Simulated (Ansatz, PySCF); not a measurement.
Reaction R1 → 2 P1, each structure at its B3LYP-D3(BJ)/def2-TZVP stationary point, reached from a drawn start (curvature not checked).
R1: I2 (SMILES II), charge 0, multiplicity 1.
P1: I atom, charge 0, multiplicity 2.

| level | reaction energy (kJ/mol) |
|---|---|
| HF/def2-SVP | 44.9 |
| HF/def2-TZVPP | 57.6 |
| HF/def2-QZVPP | 61.5 |
| SVWN5/def2-TZVPP | 268.1 |
| PBE/def2-TZVPP | 212.6 |
| BLYP/def2-TZVPP | 187.9 |
| revPBE/def2-TZVPP | 192.2 |
| r2SCAN/def2-TZVPP | 193.4 |
| B97M-V/def2-TZVPP | 186.1 |
| B3LYP/def2-TZVPP | 180.2 |
| PBE0/def2-TZVPP | 194.1 |
| BHLYP/def2-TZVPP | 156.4 |
| M06-2X/def2-TZVPP | 140.6 |
| CAM-B3LYP/def2-TZVPP | 169.8 |
| wB97X-V/def2-TZVPP | 184.7 |
| wB97M-V/def2-TZVPP | 176.4 |
| B2PLYP/def2-TZVPP | 176.9 |
| MP2/def2-SVP | 142.0 |
| MP2/def2-TZVPP | 176.7 |
| MP2/def2-QZVPP | 196.8 |
| SCS-MP2/def2-SVP | 135.3 |
| SCS-MP2/def2-TZVPP | 167.0 |
| SCS-MP2/def2-QZVPP | 186.5 |
| CCSD/def2-SVP | 129.3 |
| CCSD/def2-TZVPP | 155.1 |
| CCSD/def2-QZVPP | 171.6 |
| CCSD(T)/def2-SVP | 137.7 |
| CCSD(T)/def2-TZVPP | 167.8 |
| CCSD(T)/def2-QZVPP | 186.6 |

P less R. No zero-point or thermal terms; singlets are restricted closed shells; open shells are unrestricted; no spin–orbit coupling.

Cores are frozen in the correlated methods. In cc and def2 sets filled d and f shells under p-block atoms count as core.

Codes used: Ansatz (Gaussian basis) for Hartree–Fock, density functionals and correlated methods; PySCF for M06-2X. All values are computed, each at the level named. Elements past Kr take the def2 small-core potentials, without spin–orbit coupling.

Ansatz is a program for electronic structure.
